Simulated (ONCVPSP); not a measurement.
**Ranking ONCV potentials for sulfur (S)**

All share these settings but for the change named:

S, optimised norm-conserving Vanderbilt (ONCV), made with ONCVPSP 4.0.1 (LDA (Perdew-Wang 92), scalar-relativistic). Core [Ne], reference 3s1.75 3p4.25. Waves: 3s: rc 1.40 bohr, ncon 5, nbas 10, qcut 4.5 1/bohr, 2 projectors, debl 2.7 Ha; 3p: rc 1.35 bohr, ncon 4, nbas 8, qcut 6.3 1/bohr, 2 projectors, debl 2.7 Ha; d scattering state at 0.37 Ha: rc 1.25 bohr, ncon 4, nbas 8, qcut 7.9 1/bohr, 1 projector. Local part: polynomial inside 1.15 bohr (lpopt 5, dvloc0 0 Ha). Core correction: none.

Cutoff: the first of the cutoffs (Ha) at which the residual kinetic energy of the hardest occupied pseudo-wave falls to 1 and 0.1 mHa per electron; the density cutoff is not measured.

The base gives 22 Ha.

Of 8 variants that were run, those that failed, showed a ghost or another fault, or gave nearly equal values are left out.

A variant can come out equal or close to the base.

(1) Rank these variants from softest to hardest (loose cutoff).
A. s: rc 1.54
B. s: rc 1.68
C. s: rc 1.16
D. s: rc 2.02

## Answers

(1) D (9 Ha), B (16 Ha), A (21 Ha), C (129 Ha).
